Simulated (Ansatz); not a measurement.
C₅H₉O₂ (SMILES [CH2]C(C)(C)C(=O)O), doublet, geometry from GFN2-xTB; B3LYP/6-31G* (Ansatz, a program for electronic structure).

Input for Ansatz:
Ansatz 0.2 input:
```yaml
crystal:
  periodic: [false, false, false]
  atoms:
    - {symbol: C, position_ang: [-0.14725074, -1.57424884, -0.32227522]}
    - {symbol: C, position_ang: [-0.49562174, -0.14581015, -0.38308174]}
    - {symbol: C, position_ang: [-0.27526025, 0.49487532, -1.74875836]}
    - {symbol: C, position_ang: [-1.87333563, 0.17270945, 0.18811463]}
    - {symbol: C, position_ang: [0.59990041, 0.23113269, 0.62417421]}
    - {symbol: O, position_ang: [0.44461259, 0.28549234, 1.81990874]}
    - {symbol: O, position_ang: [1.79485270, 0.43797681, 0.04123160]}
    - {symbol: H, position_ang: [-0.56203303, -2.19821055, 0.44562544]}
    - {symbol: H, position_ang: [0.64155450, -1.96383193, -0.93702758]}
    - {symbol: H, position_ang: [-0.35837082, 1.57649780, -1.67579369]}
    - {symbol: H, position_ang: [-1.03114639, 0.13148862, -2.44101372]}
    - {symbol: H, position_ang: [0.70753597, 0.24738937, -2.13854323]}
    - {symbol: H, position_ang: [-2.03841566, 1.24727434, 0.19469124]}
    - {symbol: H, position_ang: [-2.64144344, -0.29952853, -0.41905745]}
    - {symbol: H, position_ang: [-1.94900348, -0.19261650, 1.20844066]}
    - {symbol: H, position_ang: [2.46500752, 0.59183325, 0.72451441]}
basis:
  gaussian:
    orbitals: 6-31G*
hamiltonian:
  xc: b3lyp
magnetization: {spin_polarized: true, initial_magnetization: 1}
```

Problem. Predict the main parts of the log of this Ansatz run.

Solution. 
```
Functional definition: B3LYP
1262 factors; integrals over basis functions are off by at most 1.1e-3 eV
mean field evaluation 1: about -9413.6331 eV, gradient 5.1e1 eV
mean field evaluation 2: about -9406.3958 eV, gradient 6.8e1 eV
mean field evaluation 4: about -9424.0517 eV, gradient 3.3e0 eV
mean field evaluation 8: about -9424.4767 eV, gradient 2.3e-1 eV
mean field evaluation 16: about -9424.4770 eV, gradient 6.5e-4 eV
mean field -9424.47699877 eV, -346.3431415647 hartree, gradient 5.9e-6 eV, S^2 0.755436; 0 other end points of the search recorded, 0 dependent functions left out
reference -9424.47720675 eV, -346.3431492080 hartree; 28, 27 occupied and 95, 96 virtual orbitals, 1262 factors
Total energy: -9424.47720675 eV, -346.3431492080 hartree
```
